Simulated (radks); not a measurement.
Results of a calculation; reference values are marked as such.
Valence configurations of neutral vanadium (all share [Ar]). Level of theory: non-relativistic Kohn-Sham, r2SCAN, spin-unpolarised, spherical densities, point nucleus; meta-GGA in the generalised Kohn-Sham scheme (a radial shooting solver on a logarithmic mesh with Libxc functionals). Order these by energy: 3d3.5 4s1.5; 3d2.5 4s2 4p0.5; 3d3 4p2; 3d4 4s1; 3d3 4s1 4p1; 3d3 4s1.5 4p0.5; 3d2 4s2 4p1; 3d4 4p1; 3d5; 3d3 4s2.

Answer. From the lowest, in eV above it: 3d3 4s2 0.000; 3d3.5 4s1.5 0.085; 3d4 4s1 0.625; 3d3 4s1.5 4p0.5 1.744; 3d2.5 4s2 4p0.5 2.439; 3d5 2.439; 3d4 4p1 3.424; 3d3 4s1 4p1 3.469; 3d2 4s2 4p1 5.941; 3d3 4p2 6.902. NIST lists [Ar] 3d3 4s2 as the ground configuration; this level of theory agrees among the configurations tried. The energies are those of spherical spin-averaged densities, not of single terms.
